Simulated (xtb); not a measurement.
C4H5N, triplet, from a rough starting geometry (a higher spin typed on purpose: for a closed-shell molecule this is an excited state); xtb with GFN2-xTB.

xtb was given this input:
```
$ xtb mol.xyz --gfn 2 --uhf 2 --opt vtight --json

# file mol.xyz
10

C      0.02313961    -1.16728041     0.46150047
C     -1.17641630    -0.32296251     0.10065366
C     -0.64653506     0.87281769    -0.36003103
N      0.74493110     0.82165388    -0.32861551
C      1.09123557    -0.34733909     0.15844890
H     -0.03802154    -2.09082638     0.79930171
H     -2.19120625    -0.64071434     0.18133454
H     -1.16285011     1.75901344    -0.66996611
H      1.30414405     1.57802238    -0.61906616
H      2.07831703    -0.50774916     0.28974816
```

It wrote (shortened):

```
   ID    Z sym.   atoms
    1    6 C      1-3, 5
    2    7 N      4
    3    1 H      6-10

           -------------------------------------------------
          |                Calculation Setup                |
           -------------------------------------------------

           -------------------------------------------------
          |                 G F N 2 - x T B                 |
           -------------------------------------------------

          ...................................................
          :                      SETUP                      :
          :.................................................:
          :  # basis functions                  25          :
          :  # atomic orbitals                  25          :
          :  # shells                           15          :
          :  # electrons                        26          :
          :  max. iterations                   250          :
          :  Hamiltonian                  GFN2-xTB          :
          :  restarted?                      false          :
          :  GBSA solvation                  false          :
          :  PC potential                    false          :
          :  electronic temp.          300.0000000     K    :
          :  accuracy                    1.0000000          :
          :  -> integral cutoff          0.2500000E+02      :
          :  -> integral neglect         0.1000000E-07      :
          :  -> SCF convergence          0.1000000E-05 Eh   :
          :  -> wf. convergence          0.1000000E-03 e    :
          :  Broyden damping             0.4000000          :
          :  net charge                          0          :
          :  unpaired electrons                  2          :
          ...................................................

 iter      E             dE          RMSdq      gap      omega  full diag
   1    -13.9047393 -0.139047E+02  0.436E+00    0.48       0.0  T
   2    -13.7506212  0.154118E+00  0.633E+00    1.83       1.0  T
   3    -14.0451648 -0.294544E+00  0.316E+00    0.81       1.0  T
   4    -14.0251660  0.199988E-01  0.316E+00    0.62       1.0  T
   5    -13.9924281  0.327379E-01  0.308E+00    0.68       1.0  T
   6    -13.9921532  0.274940E-03  0.298E+00    0.41       1.0  T
   7    -14.0569155 -0.647623E-01  0.114E+00    0.34       1.0  T
   8    -14.0625977 -0.568213E-02  0.757E-01    0.33       1.0  T
   9    -14.0670197 -0.442202E-02  0.173E-01    0.31       1.0  T
  10    -14.0671182 -0.985413E-04  0.721E-02    0.32       1.0  T
  11    -14.0671094  0.876620E-05  0.516E-02    0.31       1.0  T
  12    -14.0671297 -0.202743E-04  0.467E-03    0.31       6.8  T
  13    -14.0671259  0.382618E-05  0.217E-02    0.31       1.5  T
  14    -14.0671293 -0.340581E-05  0.764E-03    0.31       4.1  T
  15    -14.0671298 -0.452083E-06  0.101E-03    0.31      31.4  T
  16    -14.0671298 -0.695538E-08  0.256E-04    0.31     123.4  T
  17    -14.0671298  0.354675E-09  0.327E-04    0.31      96.7  T

   *** convergence criteria satisfied after 17 iterations ***

 transition dipole moment (au) for excitation:          13          14
     X       Y       Z
   0.8354  -0.5943   0.2520  total (au/Debye):    1.056   2.684
 dE (eV)             :    5.398
 oscillator strength :  0.20848E+00

         :::::::::::::::::::::::::::::::::::::::::::::::::::::
         ::                     SUMMARY                     ::
         :::::::::::::::::::::::::::::::::::::::::::::::::::::
         :: total energy             -13.802706997973 Eh    ::
         :: gradient norm              0.255691549317 Eh/a0 ::
         :: HOMO-LUMO gap              0.308394222800 eV    ::
         ::.................................................::
         :: SCC energy               -14.067127809947 Eh    ::
         :: -> isotropic ES            0.005393815948 Eh    ::
         :: -> anisotropic ES          0.003775216604 Eh    ::
         :: -> anisotropic XC          0.008791632560 Eh    ::
         :: -> dispersion             -0.005578405882 Eh    ::
         :: repulsion energy           0.264420811974 Eh    ::
         :: add. restraining           0.000000000000 Eh    ::
         :: total charge               0.000000000000 e     ::
         :::::::::::::::::::::::::::::::::::::::::::::::::::::

      -----------------------------------------------------------
     |                   =====================                   |
     |                        A N C O P T                        |
     |                   =====================                   |
     |               Approximate Normal Coordinate               |
     |                Rational Function Optimizer                |
      -----------------------------------------------------------
      -----------------------------------------------------------
     |                   =====================                   |
     |                        A N C O P T                        |
     |                   =====================                   |
     |               Approximate Normal Coordinate               |
     |                Rational Function Optimizer                |
      -----------------------------------------------------------

          ...................................................
          :                      SETUP                      :
          :.................................................:
          :   optimization level         verytight          :
          :   max. optcycles                   200          :
          :   ANC micro-cycles                  20          :
          :   degrees of freedom                24          :
          :.................................................:
          :   RF solver                   davidson          :
          :   write xtbopt.log                true          :
          :   linear?                        false          :
[...]
 * total energy  :   -13.8599582 Eh     change       -0.8903742E-06 Eh
 * total energy  :   -13.8599588 Eh     change       -0.5884455E-06 Eh
 * total energy  :   -13.8599606 Eh     change       -0.1870847E-05 Eh
 * total energy  :   -13.8599681 Eh     change       -0.7486402E-05 Eh
 * total energy  :   -13.8599671 Eh     change        0.1010551E-05 Eh
 * total energy  :   -13.8599788 Eh     change       -0.1164949E-04 Eh
 * total energy  :   -13.8599875 Eh     change       -0.8749249E-05 Eh
 * total energy  :   -13.8599779 Eh     change        0.9589122E-05 Eh
 * total energy  :   -13.8600104 Eh     change       -0.3247480E-04 Eh
 * total energy  :   -13.8600147 Eh     change       -0.4351280E-05 Eh
 * total energy  :   -13.8600150 Eh     change       -0.2858922E-06 Eh
 * total energy  :   -13.8600151 Eh     change       -0.1154026E-06 Eh
 * total energy  :   -13.8600152 Eh     change       -0.6688250E-07 Eh
   *** GEOMETRY OPTIMIZATION CONVERGED AFTER 34 ITERATIONS ***
[...]
         :::::::::::::::::::::::::::::::::::::::::::::::::::::
         :: total energy             -13.860015214549 Eh    ::
         :: gradient norm              0.000058952392 Eh/a0 ::
         :: HOMO-LUMO gap              2.224016081907 eV    ::
         ::.................................................::
         :: SCC energy               -14.068567337086 Eh    ::
         :: -> isotropic ES            0.004630368267 Eh    ::
         :: -> anisotropic ES          0.003799173320 Eh    ::
         :: -> anisotropic XC          0.010684382944 Eh    ::
         :: -> dispersion             -0.005582220135 Eh    ::
         :: repulsion energy           0.208552122537 Eh    ::
         :: add. restraining           0.000000000000 Eh    ::
         :: total charge              -0.000000000000 e     ::
         :::::::::::::::::::::::::::::::::::::::::::::::::::::

           -------------------------------------------------
          |                Property Printout                |
           -------------------------------------------------

    * Orbital Energies and Occupations

         #    Occupation            Energy/Eh            Energy/eV
      -------------------------------------------------------------
         1        2.0000           -0.6538898             -17.7932
         2        2.0000           -0.6119445             -16.6519
         3        2.0000           -0.6021242             -16.3846
         4        2.0000           -0.5588291             -15.2065
         5        2.0000           -0.5528137             -15.0428
         6        2.0000           -0.5401470             -14.6981
         7        2.0000           -0.4928494             -13.4111
         8        2.0000           -0.4792346             -13.0406
         9        2.0000           -0.4686286             -12.7520
        10        2.0000           -0.4516344             -12.2896
        11        2.0000           -0.4459726             -12.1355
        12        2.0000           -0.4036380             -10.9835
        13        1.0000           -0.3517491              -9.5716
        14        1.0000           -0.2456450              -6.6843 (HOMO)
        15                         -0.1639139              -4.4603 (LUMO)
        16                          0.0515188               1.4019
        17                          0.0943299               2.5668
        18                          0.1269653               3.4549
        19                          0.1516730               4.1272
        20                          0.1822056               4.9581
        21                          0.2327897               6.3345
        22                          0.2429358               6.6106
        23                          0.3830825              10.4242
        24                          0.4198579              11.4249
        25                          0.6542097              17.8020
      -------------------------------------------------------------
                  HL-Gap            0.0817311 Eh            2.2240 eV
             Fermi-level           -0.2912365 Eh           -7.9249 eV

     #   Z          covCN         q      C6AA      α(0)
     1   6 C        2.984    -0.049    29.202     8.864
     2   6 C        2.972    -0.039    28.977     8.830
     3   6 C        2.995     0.000    28.015     8.682
     4   7 N        2.708    -0.163    24.532     7.356
     5   6 C        2.976    -0.010    28.262     8.720
     6   1 H        0.926     0.034     2.533     2.489
     7   1 H        0.926     0.033     2.540     2.492
     8   1 H        0.926     0.030     2.593     2.518
     9   1 H        0.860     0.141     1.460     1.893
    10   1 H        0.925     0.023     2.683     2.562

 Mol. C6AA /au·bohr⁶  :       1153.475032
 Mol. C8AA /au·bohr⁸  :      27150.998243
 Mol. α(0) /au        :         54.406416

Wiberg/Mayer (AO) data.
largest (>0.10) Wiberg bond orders for each atom

 ---------------------------------------------------------------------------
     #   Z sym  total        # sym  WBO       # sym  WBO       # sym  WBO
 ---------------------------------------------------------------------------
     1   6 C    3.927 --     2 C    1.665     5 C    1.063     6 H    0.973
                             3 C    0.156
     2   6 C    3.977 --     1 C    1.665     3 C    1.198     7 H    0.970
     3   6 C    3.592 --     2 C    1.198     4 N    1.132     8 H    0.968
                             1 C    0.156     5 C    0.104
     4   7 N    3.309 --     3 C    1.132     5 C    1.118     9 H    0.949
     5   6 C    3.361 --     4 N    1.118     1 C    1.063    10 H    0.959
                             3 C    0.104
     6   1 H    0.999 --     1 C    0.973
     7   1 H    0.999 --     2 C    0.970
     8   1 H    0.999 --     3 C    0.968
     9   1 H    0.980 --     4 N    0.949
    10   1 H    0.999 --     5 C    0.959
 ---------------------------------------------------------------------------

Topologies differ in total number of bonds
Writing topology from bond orders to xtbtopo.mol

molecular dipole:
                 x           y           z       tot (Debye)
 q only:        0.071       0.249       0.096
   full:        0.107       0.520       0.442       1.756
molecular quadrupole (traceless):
                xx          xy          yy          xz          yz          zz
 q only:        0.513       0.823       0.983       0.057      -0.608      -1.495
  q+dip:        1.425       1.482       2.625       1.023      -1.189      -4.051
   full:        1.001       1.535       2.216       0.981      -0.678      -3.217

optimized geometry written to: xtbopt.xyz

           -------------------------------------------------
          | TOTAL ENERGY              -13.860015214549 Eh   |
          | GRADIENT NORM               0.000058952392 Eh/α |
          | HOMO-LUMO GAP               2.224016081907 eV   |
           -------------------------------------------------
```
